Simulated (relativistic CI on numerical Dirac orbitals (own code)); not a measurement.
**One change at a time: Br²⁵⁺**

Base calculation: Dirac-Coulomb-Breit CI, orbitals from a KLI potential per configuration, QED by a radiative potential, unscaled Slater integrals.

CI space (outside the closed core 1s2): 2s2 2p6, 2s2 2p5 3s, 2s2 2p5 3p, 2s2 2p5 3d, 2s 2p6 3s, 2s 2p6 3p, 2s 2p6 3d, 2s2 2p5 4s, 2s2 2p5 4p, 2s2 2p5 4d, 2s2 2p5 4f, 2s 2p6 4s, 2s 2p6 4p, 2s2 2p4 3s2, 2s 2p6 4d, 2s 2p6 4f. Levels of other configurations are missing.

The lowest level and the first level of each name with at least 55 % of one term (blank where a level has no safe partner in the second run):

| Level | Base (eV) | Shift (eV) |
| --- | --- | --- |
| 2s2 2p6 1S_0 | 0.00 | 0.00 |
| 2s2 2p5 3s 3P°_2 | 1539.39 | +0.19 |
| 2s2 2p5 3s 1P°_1 | 1542.53 | -0.11 |
| 2s2 2p5 3s 3P°_0 | 1587.94 | +0.21 |
| 2s2 2p5 3p 3S_1 | 1588.52 | +0.65 |
| 2s2 2p5 3s 3P°_1 | 1589.57 | +0.03 |
| 2s2 2p5 3p 3D_3 | 1601.66 | +0.28 |
| 2s2 2p5 3p 1P_1 | 1602.24 | +0.16 |
| 2s2 2p5 3p 3P_2 | 1606.29 | -0.18 |
| 2s2 2p5 3p 3P_0 | 1621.06 | -1.05 |
| 2s2 2p5 3p 3D_1 | 1639.07 | +0.21 |
| 2s2 2p5 3p 3P_1 | 1651.17 | +0.19 |
| 2s2 2p5 3p 1S_0 | 1661.78 | -2.71 |
| 2s2 2p5 3d 3P°_0 | 1663.12 | +0.81 |
| 2s2 2p5 3d 3P°_1 | 1665.33 | +0.64 |
| 2s2 2p5 3d 3F°_3 | 1669.10 | +0.14 |
| 2s2 2p5 3d 3F°_4 | 1669.22 | +0.37 |
| 2s2 2p5 3d 3P°_2 | 1669.44 | +0.32 |
| 2s2 2p5 3d 1D°_2 | 1672.54 | -0.07 |
| 2s2 2p5 3d 3D°_3 | 1675.28 | -0.23 |
| 2s2 2p5 3d 3F°_2 | 1717.18 | +0.19 |
| 2s2 2p5 3d 1P°_1 | 1729.54 | -1.32 |

At this charge energies of transitions that change n are usually good to better than 1 %, and those within a shell (Δn = 0) to a few per cent.

Question: One thing was changed in a second run, which moved the levels as shown. Which?
A. Breit term removed
B. configuration mixing switched off
C. QED terms removed
D. valence Slater integrals scaled by 0.9

Answer: D. Valence Slater integrals scaled by 0.9. Scaling acts on the splittings between terms and on the mixing, and leaves the fine structure of pure LS terms nearly alone; in jj coupling it moves the levels of one term differently.

LS names give the leading component of a level, which can be under half, so a name can repeat, a term be missing and a line seem to break the LS rules.
